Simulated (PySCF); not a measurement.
PySCF input (M06-L/def2-TZVPD):

```python
from pyscf import gto, scf, dft

mol = gto.M(
    atom='''
    Al   -0.00000000   -0.00000000   -0.06497518
    O    -0.00000000   -0.00000000   -1.66227602
    F     0.00000000    0.00000000    1.57143173
    ''',
    basis='def2-tzvpd',
    charge=0,
    spin=0,
    verbose=4,
)

mf = dft.RKS(mol, xc='m06l').density_fit(auxbasis='def2-universal-jkfit')
mf.grids.level = 4
mf.conv_tol = 1e-9
mf.max_cycle = 100
mf.max_memory = 1500
mf.kernel()
if not mf.converged:
    mf = mf.newton()
    mf.kernel(mf.make_rdm1())
mf.analyze()
```

Output:

```
PySCF version 2.14.0

[INPUT] verbose = 4
[INPUT] num. atoms = 3
[INPUT] num. electrons = 30
[INPUT] charge = 0
[INPUT] spin (= nelec alpha-beta = 2S) = 0
[INPUT] symmetry False subgroup None
[INPUT] Mole.unit = angstrom
[INPUT] Symbol           X                Y                Z      unit          X                Y                Z       unit  Magmom
[INPUT]  1 Al     0.000000000000   0.000000000000  -0.064975180000 AA    0.000000000000   0.000000000000  -0.122785295094 Bohr   0.0
[INPUT]  2 O      0.000000000000   0.000000000000  -1.662276020000 AA    0.000000000000   0.000000000000  -3.141246421232 Bohr   0.0
[INPUT]  3 F      0.000000000000   0.000000000000   1.571431730000 AA    0.000000000000   0.000000000000   2.969575593151 Bohr   0.0

nuclear repulsion = 84.0721884281615
number of shells = 43
number of NR pGTOs = 179
number of NR cGTOs = 123
basis = def2-tzvpd
ecp = {}

******** <class 'pyscf.df.df_jk.DFRKS'> ********
method = DFRKS
initial guess = minao
damping factor = 0
level_shift factor = 0
DIIS = <class 'pyscf.scf.diis.CDIIS'>
diis_start_cycle = 1
diis_space = 8
diis_damp = 0
SCF conv_tol = 1e-09
SCF conv_tol_grad = None
SCF max_cycles = 100
direct_scf = False
XC library pyscf.dft.libxc version 7.1.2
    S. Lehtola, C. Steigemann, M. J. T. Oliveira, and M. A. L. Marques,  SoftwareX 7, 1–5 (2018)
XC functionals = m06l
    Y. Zhao and D. G. Truhlar,  J. Chem. Phys. 125, 194101 (2006)
    Y. Zhao and D. G. Truhlar,  J. Chem. Phys. 125, 194101 (2006)
    Y. Zhao and D. G. Truhlar,  Theor. Chem. Acc. 120, 215 (2008)
radial grids:
    Treutler-Ahlrichs [JCP 102, 346 (1995); DOI:10.1063/1.469408] (M4) radial grids

becke partition: Becke, JCP 88, 2547 (1988); DOI:10.1063/1.454033
pruning grids: <function nwchem_prune>
grids dens level: 4
symmetrized grids: False
atomic radii adjust function: <function treutler_atomic_radii_adjust>
small_rho_cutoff = 0
Set gradient conv threshold to 3.16228e-05
Initial guess from minao.
tot grids = 85792
init E= -417.642107693719
  HOMO = -0.432317283934089  LUMO = -0.157137048831714  gap/eV = 7.48804
cycle= 1 E= -417.211110204301  delta_E= 0.431  |g|= 1.36  |ddm|= 1.99
  HOMO = -0.054944120350343  LUMO = 0.0118573811036511  gap/eV = 1.81776
cycle= 2 E= -411.783384121352  delta_E= 5.43  |g|= 3.38  |ddm|= 3.65
  HOMO = -0.282149709152407  LUMO = -0.102471751389196  gap/eV = 4.88929
cycle= 3 E= -417.321981653368  delta_E= -5.54  |g|= 1.09  |ddm|=  3.5
  HOMO = -0.294295836212531  LUMO = -0.107065950741756  gap/eV = 5.09478
cycle= 4 E= -417.554429604965  delta_E= -0.232  |g|= 0.375  |ddm|= 0.573
  HOMO = -0.237006708835109  LUMO = -0.11219854306615  gap/eV = 3.39620
cycle= 5 E= -417.594328354336  delta_E= -0.0399  |g|= 0.066  |ddm|= 0.502
  HOMO = -0.240718277788623  LUMO = -0.116616481022405  gap/eV = 3.37698
cycle= 6 E= -417.595165792215  delta_E= -0.000837  |g|= 0.0206  |ddm|= 0.116
  HOMO = -0.244535726681585  LUMO = -0.121696419266961  gap/eV = 3.34263
cycle= 7 E= -417.595206664023  delta_E= -4.09e-05  |g|= 0.014  |ddm|= 0.0383
  HOMO = -0.244488688144685  LUMO = -0.121522025356363  gap/eV = 3.34609
cycle= 8 E= -417.595237565639  delta_E= -3.09e-05  |g|= 0.00689  |ddm|= 0.00832
  HOMO = -0.244914467539665  LUMO = -0.121829640842904  gap/eV = 3.34931
cycle= 9 E= -417.595243988629  delta_E= -6.42e-06  |g|= 0.00396  |ddm|= 0.00301
  HOMO = -0.245181552756884  LUMO = -0.121936009578548  gap/eV = 3.35368
cycle= 10 E= -417.595247055587  delta_E= -3.07e-06  |g|= 0.00109  |ddm|= 0.00225
  HOMO = -0.245310516071228  LUMO = -0.121996686652331  gap/eV = 3.35554
cycle= 11 E= -417.595247293496  delta_E= -2.38e-07  |g|= 3.95e-05  |ddm|= 0.000721
  HOMO = -0.24531735742203  LUMO = -0.122002563988858  gap/eV = 3.35557
cycle= 12 E= -417.595247293793  delta_E= -2.97e-10  |g|= 1.19e-05  |ddm|= 0.000326
  HOMO = -0.245321648622575  LUMO = -0.12200366182833  gap/eV = 3.35565
Extra cycle  E= -417.59524729346  delta_E= 3.32e-10  |g|= 4.11e-05  |ddm|= 3.89e-05
converged SCF energy = -417.59524729346
**** SCF Summaries ****
Total Energy =                        -417.595247293460204
Nuclear Repulsion Energy =              84.072188428161482
One-electron Energy =                 -748.372903479610386
Two-electron Energy =                  246.705467757988714
Two-electron Coulomb Energy =          284.480073146899429
DFT Exchange-Correlation Energy =      -37.774605388910707
HOMO-LUMO gap [eV] =                     3.355653341867468
**** MO energy ****
MO #1   energy= -55.7981067028981  occ= 2
MO #2   energy= -24.5171145547603  occ= 2
MO #3   energy= -18.9184656153418  occ= 2
MO #4   energy= -4.14308245066391  occ= 2
MO #5   energy= -2.65166751815447  occ= 2
MO #6   energy= -2.65166751815443  occ= 2
MO #7   energy= -2.64224189211749  occ= 2
MO #8   energy= -1.18071534989497  occ= 2
MO #9   energy= -0.853409073713493 occ= 2
MO #10  energy= -0.466503057312863 occ= 2
MO #11  energy= -0.416267026853862 occ= 2
MO #12  energy= -0.416267026853829 occ= 2
MO #13  energy= -0.293657482215878 occ= 2
MO #14  energy= -0.245321648622682 occ= 2
MO #15  energy= -0.245321648622575 occ= 2
MO #16  energy= -0.12200366182833  occ= 0
MO #17  energy= -0.0206905525856922 occ= 0
MO #18  energy= -0.0206905525856737 occ= 0
MO #19  energy= 0.0225256436471368 occ= 0
MO #20  energy= 0.0452012686797807 occ= 0
MO #21  energy= 0.0680555327410415 occ= 0
MO #22  energy= 0.0680555797847044 occ= 0
MO #23  energy= 0.0767445347640326 occ= 0
MO #24  energy= 0.0767445347640837 occ= 0
MO #25  energy= 0.0786546477637556 occ= 0
MO #26  energy= 0.116317993217797  occ= 0
MO #27  energy= 0.116317993217801  occ= 0
MO #28  energy= 0.159113923946242  occ= 0
MO #29  energy= 0.202324405444269  occ= 0
MO #30  energy= 0.213989155273324  occ= 0
MO #31  energy= 0.213989155273352  occ= 0
MO #32  energy= 0.22139266760874   occ= 0
MO #33  energy= 0.221392931490839  occ= 0
MO #34  energy= 0.26587084335462   occ= 0
MO #35  energy= 0.268284018890778  occ= 0
MO #36  energy= 0.268284018890826  occ= 0
MO #37  energy= 0.314533563100864  occ= 0
MO #38  energy= 0.320137350585051  occ= 0
MO #39  energy= 0.323071840586683  occ= 0
MO #40  energy= 0.323071840586699  occ= 0
MO #41  energy= 0.414370076372905  occ= 0
MO #42  energy= 0.414370277162034  occ= 0
MO #43  energy= 0.495141972541606  occ= 0
MO #44  energy= 0.540382332730141  occ= 0
MO #45  energy= 0.540382332730176  occ= 0
MO #46  energy= 0.562063639336689  occ= 0
MO #47  energy= 0.562064049161094  occ= 0
MO #48  energy= 0.575833550912295  occ= 0
MO #49  energy= 0.620245442800329  occ= 0
MO #50  energy= 0.647345889973009  occ= 0
MO #51  energy= 0.647345889973057  occ= 0
MO #52  energy= 0.700081885974828  occ= 0
MO #53  energy= 0.724124951859363  occ= 0
MO #54  energy= 0.724124951859409  occ= 0
MO #55  energy= 0.749853684490615  occ= 0
MO #56  energy= 0.749853684490681  occ= 0
MO #57  energy= 0.791738105179661  occ= 0
MO #58  energy= 0.791739717693245  occ= 0
MO #59  energy= 0.81317168462129   occ= 0
MO #60  energy= 0.813171684621353  occ= 0
MO #61  energy= 0.850093622627557  occ= 0
MO #62  energy= 0.922782034348832  occ= 0
MO #63  energy= 0.950494017698421  occ= 0
MO #64  energy= 0.950494684220463  occ= 0
MO #65  energy= 1.03759717261605   occ= 0
MO #66  energy= 1.03759717261612   occ= 0
MO #67  energy= 1.08109008385581   occ= 0
MO #68  energy= 1.16540553310236   occ= 0
MO #69  energy= 1.16540553310239   occ= 0
MO #70  energy= 1.17545641218586   occ= 0
MO #71  energy= 1.2556159787216    occ= 0
MO #72  energy= 1.5841121572432    occ= 0
MO #73  energy= 1.82623197672854   occ= 0
MO #74  energy= 1.82624332612729   occ= 0
MO #75  energy= 1.98844351691694   occ= 0
MO #76  energy= 1.98844351691699   occ= 0
MO #77  energy= 2.17779964703316   occ= 0
MO #78  energy= 2.17779964703321   occ= 0
MO #79  energy= 2.22447950410807   occ= 0
MO #80  energy= 2.23550962548327   occ= 0
MO #81  energy= 2.23556858795043   occ= 0
MO #82  energy= 2.57749273994971   occ= 0
MO #83  energy= 2.57749273994978   occ= 0
MO #84  energy= 2.73398298045186   occ= 0
MO #85  energy= 2.88061017179518   occ= 0
MO #86  energy= 3.07945424665282   occ= 0
MO #87  energy= 3.07945424665288   occ= 0
MO #88  energy= 3.25518432455507   occ= 0
MO #89  energy= 3.54012264792898   occ= 0
MO #90  energy= 3.54012264792908   occ= 0
MO #91  energy= 3.88607181194306   occ= 0
MO #92  energy= 3.99683933389274   occ= 0
MO #93  energy= 4.39787972847947   occ= 0
MO #94  energy= 5.34243375214434   occ= 0
MO #95  energy= 5.34243375214437   occ= 0
MO #96  energy= 5.37635297177723   occ= 0
MO #97  energy= 5.37636178383163   occ= 0
MO #98  energy= 5.44703304117249   occ= 0
MO #99  energy= 5.44703304117252   occ= 0
MO #100 energy= 5.60421821467371   occ= 0
MO #101 energy= 6.58398167703751   occ= 0
MO #102 energy= 6.58398973835549   occ= 0
MO #103 energy= 6.83226488854703   occ= 0
MO #104 energy= 6.83226488854709   occ= 0
MO #105 energy= 6.99247841116039   occ= 0
MO #106 energy= 6.9924784111604    occ= 0
MO #107 energy= 7.00530522101847   occ= 0
MO #108 energy= 7.00541586978414   occ= 0
MO #109 energy= 7.03290160504707   occ= 0
MO #110 energy= 7.0572312411189    occ= 0
MO #111 energy= 7.0755136245672    occ= 0
MO #112 energy= 7.0755136245672    occ= 0
MO #113 energy= 7.69318533964272   occ= 0
MO #114 energy= 8.56916735180364   occ= 0
MO #115 energy= 8.56918773777596   occ= 0
MO #116 energy= 8.75910046048796   occ= 0
MO #117 energy= 8.759100460488     occ= 0
MO #118 energy= 9.04378206780256   occ= 0
MO #119 energy= 9.4620076893537    occ= 0
MO #120 energy= 9.46200768935385   occ= 0
MO #121 energy= 10.4595667793943   occ= 0
MO #122 energy= 43.9078992275106   occ= 0
MO #123 energy= 57.3929328581614   occ= 0
 ** Mulliken pop on meta-lowdin orthogonal AOs  **
 ** Mulliken pop  **
pop of  0 Al 1s           1.99996
pop of  0 Al 2s           1.99904
pop of  0 Al 3s           0.55181
pop of  0 Al 4s           0.00873
pop of  0 Al 5s           0.00008
pop of  0 Al 6s           0.00009
pop of  0 Al 2px          1.99986
pop of  0 Al 2py          1.99986
pop of  0 Al 2pz          1.99989
pop of  0 Al 3px          0.34099
pop of  0 Al 3py          0.34099
pop of  0 Al 3pz          0.35338
pop of  0 Al 4px          0.00616
pop of  0 Al 4py          0.00616
pop of  0 Al 4pz          0.01159
pop of  0 Al 5px          0.00100
pop of  0 Al 5py          0.00100
pop of  0 Al 5pz          0.00003
pop of  0 Al 6px          0.00001
pop of  0 Al 6py          0.00001
pop of  0 Al 6pz          0.00129
pop of  0 Al 3dxy         0.00000
pop of  0 Al 3dyz         0.01770
pop of  0 Al 3dz^2        0.00278
pop of  0 Al 3dxz         0.01770
pop of  0 Al 3dx2-y2      0.00000
pop of  0 Al 4dxy         0.00000
pop of  0 Al 4dyz         0.00101
pop of  0 Al 4dz^2        0.00098
pop of  0 Al 4dxz         0.00101
pop of  0 Al 4dx2-y2      0.00000
pop of  0 Al 5dxy         0.00000
pop of  0 Al 5dyz         0.00204
pop of  0 Al 5dz^2        0.00100
pop of  0 Al 5dxz         0.00204
pop of  0 Al 5dx2-y2      0.00000
pop of  0 Al 4f-3         0.00000
pop of  0 Al 4f-2         0.00000
pop of  0 Al 4f-1         0.00177
pop of  0 Al 4f+0         0.00010
pop of  0 Al 4f+1         0.00177
pop of  0 Al 4f+2         0.00000
pop of  0 Al 4f+3         0.00000
pop of  1 O 1s            1.99997
pop of  1 O 2s            1.79303
pop of  1 O 3s            0.00245
pop of  1 O 4s            0.00069
pop of  1 O 5s            0.00024
pop of  1 O 6s            0.00008
pop of  1 O 2px           1.69698
pop of  1 O 2py           1.69698
pop of  1 O 2pz           1.56772
pop of  1 O 3px           0.00358
pop of  1 O 3py           0.00358
pop of  1 O 3pz           0.00191
pop of  1 O 4px           0.00163
pop of  1 O 4py           0.00163
pop of  1 O 4pz           0.00098
pop of  1 O 5px           0.00194
pop of  1 O 5py           0.00194
pop of  1 O 5pz           0.00040
pop of  1 O 3dxy          0.00000
pop of  1 O 3dyz          0.00392
pop of  1 O 3dz^2         0.00589
pop of  1 O 3dxz          0.00392
pop of  1 O 3dx2-y2       0.00000
pop of  1 O 4dxy          0.00000
pop of  1 O 4dyz          0.00099
pop of  1 O 4dz^2         0.00125
pop of  1 O 4dxz          0.00099
pop of  1 O 4dx2-y2       0.00000
pop of  1 O 5dxy          0.00000
pop of  1 O 5dyz          0.00003
pop of  1 O 5dz^2         0.00010
pop of  1 O 5dxz          0.00003
pop of  1 O 5dx2-y2       0.00000
pop of  1 O 4f-3          0.00000
pop of  1 O 4f-2          0.00000
pop of  1 O 4f-1          0.00016
pop of  1 O 4f+0          0.00019
pop of  1 O 4f+1          0.00016
pop of  1 O 4f+2          0.00000
pop of  1 O 4f+3          0.00000
pop of  2 F 1s            1.99998
pop of  2 F 2s            1.84684
pop of  2 F 3s            0.00067
pop of  2 F 4s            0.00031
pop of  2 F 5s            0.00036
pop of  2 F 6s            0.00024
pop of  2 F 2px           1.90964
pop of  2 F 2py           1.90964
pop of  2 F 2pz           1.83696
pop of  2 F 3px           0.00371
pop of  2 F 3py           0.00371
pop of  2 F 3pz           0.00058
pop of  2 F 4px           0.00175
pop of  2 F 4py           0.00175
pop of  2 F 4pz           0.00173
pop of  2 F 5px           0.00119
pop of  2 F 5py           0.00119
pop of  2 F 5pz           0.00024
pop of  2 F 3dxy          0.00000
pop of  2 F 3dyz          0.00238
pop of  2 F 3dz^2         0.00443
pop of  2 F 3dxz          0.00238
pop of  2 F 3dx2-y2       0.00000
pop of  2 F 4dxy          0.00000
pop of  2 F 4dyz          0.00120
pop of  2 F 4dz^2         0.00161
pop of  2 F 4dxz          0.00120
pop of  2 F 4dx2-y2       0.00000
pop of  2 F 5dxy          0.00000
pop of  2 F 5dyz          0.00032
pop of  2 F 5dz^2         0.00027
pop of  2 F 5dxz          0.00032
pop of  2 F 5dx2-y2       0.00000
pop of  2 F 4f-3          0.00000
pop of  2 F 4f-2          0.00000
pop of  2 F 4f-1          0.00005
pop of  2 F 4f+0          0.00010
pop of  2 F 4f+1          0.00005
pop of  2 F 4f+2          0.00000
pop of  2 F 4f+3          0.00000
 ** Mulliken atomic charges  **
charge of    0Al =      1.32816
charge of    1O =     -0.79336
charge of    2F =     -0.53480
Dipole moment(X, Y, Z, Debye):  0.00000,  0.00000,  3.21572
```
